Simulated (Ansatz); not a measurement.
```yaml
crystal:
  periodic: [false, false, false]
  atoms:
    - {symbol: N, position_ang: [-5.951105, 2.355693, 1.660992]}
    - {symbol: Cd, position_ang: [-2.445467, 0.983687, 0.579150]}
    - {symbol: N, position_ang: [0.852636, -0.481324, -0.173570]}
    - {symbol: Si, position_ang: [0.775356, -3.579855, -1.337689]}
    - {symbol: Si, position_ang: [3.166990, 1.232293, -0.488342]}
    - {symbol: H, position_ang: [-6.591130, 3.623317, 0.786148]}
    - {symbol: H, position_ang: [-5.863551, 2.537680, 3.553987]}
    - {symbol: H, position_ang: [-1.721112, -4.610982, -1.156411]}
    - {symbol: H, position_ang: [1.835353, -4.168790, -4.105956]}
    - {symbol: H, position_ang: [2.482327, -5.161393, 0.424506]}
    - {symbol: H, position_ang: [5.338119, 0.461696, 1.474682]}
    - {symbol: H, position_ang: [4.622346, 1.651686, -2.527300]}
    - {symbol: H, position_ang: [2.538885, 4.018489, 0.701849]}
basis:
  gaussian: {orbitals: def2-TZVP}
hamiltonian: {xc: {name: revPBE0}}
output: {forces: true}
```

```sh
$ ansatz run in.yaml --threads 8 --pin off --events-out ev --progress --plain --max-ram 20889MiB
```

Output, abridged:

```
Functional definition: revPBE0
1618 factors; their error is unknown
mean field evaluation 1: about -23338.2889 eV, gradient 1.2e2 eV
mean field evaluation 2: about -22873.6249 eV, gradient 1.8e2 eV
mean field evaluation 4: about -22908.2812 eV, gradient 2.2e2 eV
mean field evaluation 8: about -23387.8606 eV, gradient 6.9e0 eV
mean field evaluation 16: about -23388.9028 eV, gradient 1.6e-2 eV
mean field evaluation 32: about -23388.9028 eV, gradient 5.2e-6 eV
mean field -23388.91108755 eV, -859.5266288939 hartree, gradient 4.5e-6 eV, S^2 0.000000; 20 other end points of the search recorded, 0 dependent functions left out
reference -23388.91116834 eV, -859.5266318630 hartree; 35, 35 occupied and 189, 189 virtual orbitals, 1618 factors
Total energy: -23388.91116834 eV, -859.5266318630 hartree
Atom 0 at    -5.951105     2.355693     1.660992 Å, force    -1.133581     2.712233     0.727424 eV/Å
Atom 1 at    -2.445467     0.983687     0.579150 Å, force    -0.033528     0.063813     0.006908 eV/Å
Atom 2 at     0.852636    -0.481324    -0.173570 Å, force     1.212436     0.237124    -0.418521 eV/Å
Atom 3 at     0.775356    -3.579855    -1.337689 Å, force    -0.323824    -1.052555     0.114325 eV/Å
Atom 4 at     3.166990     1.232293    -0.488342 Å, force     0.710001     0.268115     0.066658 eV/Å
Atom 5 at    -6.591130     3.623317     0.786148 Å, force     1.794807    -3.106576     2.947009 eV/Å
Atom 6 at    -5.863551     2.537680     3.553987 Å, force    -0.314866     0.196174    -3.796038 eV/Å
Atom 7 at    -1.721112    -4.610982    -1.156411 Å, force     1.793082     0.779360    -0.112928 eV/Å
Atom 8 at     1.835353    -4.168790    -4.105956 Å, force    -0.493677     0.317864     1.237300 eV/Å
Atom 9 at     2.482327    -5.161393     0.424506 Å, force    -0.958237     0.915262    -0.935780 eV/Å
Atom 10 at     5.338119     0.461696     1.474682 Å, force    -1.090661     0.274611    -0.930119 eV/Å
Atom 11 at     4.622346     1.651686    -2.527300 Å, force    -1.357408    -0.451463     1.625374 eV/Å
Atom 12 at     2.538885     4.018489     0.701849 Å, force     0.195456    -1.153962    -0.531612 eV/Å
Dipole moment:    -0.596171     0.470856     0.068096 e Å
```

What is wrong with this run?

The coordinates are in bohr but typed as ångström. The calculation finished and met its thresholds. The result belongs to that input, not to the molecule as meant.
